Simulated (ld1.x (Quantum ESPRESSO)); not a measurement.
chromium (Cr): excitation energies, all-electron against TM

chromium, norm-conserving Troullier–Martins (Kleinman–Bylander form), made with ld1.x (Quantum ESPRESSO) 7.5 (LDA (PZ), scalar-relativistic). Core [Ar], reference 3d5 4s0.5 4p0.5. Waves: 4s (bound): rc 2.40 bohr; 4p (bound): rc 2.55 bohr; 3d (bound): rc 1.78 bohr. Local part: the d channel. Core correction: none.

Energies are relative to the spin-unpolarised reference configuration 3d5 4s0.5 4p0.5; without spin polarisation the order of configurations can differ from experiment. Spin-polarised rows fill each open shell by Hund’s rule, majority spin first. Not all tests gave a result: 1 of 9 tests not solved or not reliable. Left out of the table: 3d5.5 4s0.5 4p0 (solver errors, printed error -172 eV).

Task: Give the all-electron excitation energy and the error of the potential for: 3d5 4s1 4p0; 3d5 4s0 4p0; 3d4 4s0 4p0; 3d4 4s1 4p0; 3d3 4s0 4p0; 3d4 4s1 4p1; 3d5 4s0.5 4p0.5 (spin-polarised); 3d5 4s1 4p0 (spin-polarised).

Result:

| valence configuration | charge | ΔE all-electron (eV) | error AE − PS (meV) |
| --- | --- | --- | --- |
| 3d5 4s1 4p0 | 0 | -1.576 | +0.8 |
| 3d5 4s0 4p0 | +1 | 5.564 | -1.6 |
| 3d4 4s0 4p0 | +2 | 21.907 | -7.7 |
| 3d4 4s1 4p0 | +1 | 6.676 | -67 |
| 3d3 4s0 4p0 | +3 | 52.933 | -270 |
| 3d4 4s1 4p1 | 0 | 2.036 | -100 |
| 3d5 4s0.5 4p0.5 (spin-polarised) | 0 | -4.813 | +5821 |
| 3d5 4s1 4p0 (spin-polarised) | 0 | -6.493 | +5797 |

Note: ghost states, extra bound levels that the all-electron valence spectrum of the same l lacks: s at -147.6 eV, p at -49.1 eV. A true bound ghost makes a file unfit for plane-wave use.
